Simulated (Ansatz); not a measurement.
Gas-phase electronic energies from Ansatz, PBE0-D4/def2-TZVP geometries. CCSD(T)/CBS is the MP2 limit (def2-TZVPP, def2-QZVPP) plus CCSD(T) − MP2 in def2-TZVPP, frozen cores. This one scheme is used for every species. DFT in def2-TZVPP. Elements past krypton have def2 core potentials. For Ge, Sn outer-core shells are correlated without core-valence functions, which leaves a few kJ/mol of doubt a bond. Scalar relativity is left out up to krypton.

Reaction (formal exchange of groups at the Sn–F bond): `[F][SnH2][GeH3]` + CH₄ → `[CH3][SnH2][GeH3]` + H–F

```tsv
level	ΔE (kJ/mol)
revPBE-D4	79.2
PBE0-D4	74.0
PBE	84.0
PBE0	77.8
CAM-B3LYP	94.2
LC-ωPBE	84.6
HF/def2-SVP	98.9
CCSD/CBS(def2)	73.6
```

**Question.** What does CCSD(T)/CBS give? (Best estimate.)

**Answer.** The calculation gave: +71.2 kJ/mol. The listed levels differ from it by 8.0, 2.8, 12.8, 6.6, 23.0, 13.4, 27.7, 2.4 kJ/mol.

Largest T1 diagnostic among the species: 0.013.

The D4 term adds −6.7 kJ/mol with B3LYP and −3.8 kJ/mol with PBE0; it sums over pairs of atoms, weighted by their polarisabilities, and B3LYP, whose exchange is more repulsive, gets the larger term. In def2-TZVPP, CCSD(T) changes the Hartree–Fock value by −30.0 kJ/mol (the triples alone add −2.4 kJ/mol) and MP2 by −34.9 kJ/mol.

B3LYP here is the variant with VWN-RPA as its local correlation; programs differ in this.

CCSD(T)/CBS has its own doubt, a few kJ/mol and more with outer-core shells, so smaller differences from it don't rank the levels.
